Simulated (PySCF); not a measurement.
C₃H₅BF₂O, SMILES CB(O)/C(F)=C\F.

Geometry optimised at PBE0-D3(BJ)/def2-SVP. The structure was generated by enumeration; whether it is a known compound was not checked. One conformer was computed; it need not be the lowest.

Two levels are set side by side: PBE/def2-TZVP (PySCF) and B3LYP/def2-TZVP (PySCF). Same geometry, gas phase. Differences are taken from unrounded values.

```tsv
quantity	PBE
orbital gap (eV)	4.14
highest occupied level (eV)	-6.06
lowest empty level (eV)	-1.92
dipole moment (D)	1.67
mean polarisability (bohr³)	56.9
```

Q: These are the PBE values. What does B3LYP give? (The exact figures need the calculation; the answer reports its results.)

A: 
```tsv
quantity	B3LYP	PBE minus B3LYP
orbital gap (eV)	5.91	-1.77
highest occupied level (eV)	-7.15	1.09
lowest empty level (eV)	-1.24	-0.68
dipole moment (D)	1.75	-0.08
mean polarisability (bohr³)	54.9	2.1
```

PBE's occupied levels lie high since its potential decays too fast outside the molecule; exact exchange lowers them and widens the gap. PBE's more diffuse valence density responds more strongly to a field. Differences between two approximate levels are no errors against the true value.

Rough cost on one machine, each run with all the roots and properties that it gave: B3LYP against PBE within a factor of 2.
